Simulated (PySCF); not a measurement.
**Mass spectrum arithmetic for VF4**

Species: `[F][V]([F])([F])[F]` [radical].

Calculated from isotope tables alone.

Question: Molar mass and exact mass?

Answer: For VF4, with standard atomic weights, 1 × 50.941 + 4 × 18.998 = 126.933 g/mol. From the most abundant isotopes (51V, 19F), 1 × 50.943959 + 4 × 18.998403 = 126.9376 u.

Question: What cluster does the singly charged cation M+ show when like nominal masses merge?

Answer: 
| nominal mass | m/z (centroid) | relative intensity |
| --- | --- | --- |
| 126 | 125.9402 | 0.3 |
| 127 | 126.9370 | 100.0 |

Lines under 0.1 % of the tallest are left out. One electron mass, 0.00055 u, is taken off. Abundances used (%; other tables differ somewhat): 50V 0.25, 51V 99.75.

Question: List the species in which a single atom is changed from its most abundant isotope.

Answer: Intensity in % of the monoisotopic species:

| isotope | mass shift (u) | m/z | intensity (%) |
| --- | --- | --- | --- |
| 50V | -0.99680 | 125.9402 | 0.25 |

Species under 0.02 % are left out.

Question: Give the mass fraction of each element.

Answer: V 40.13 %, F 59.87 %.

Question: Protons, neutrons, electrons, and exact less nominal mass of the monoisotopic species?

Answer: 59 protons, 68 neutrons and 59 electrons; 126.9376 − 127 = -0.0624 u.
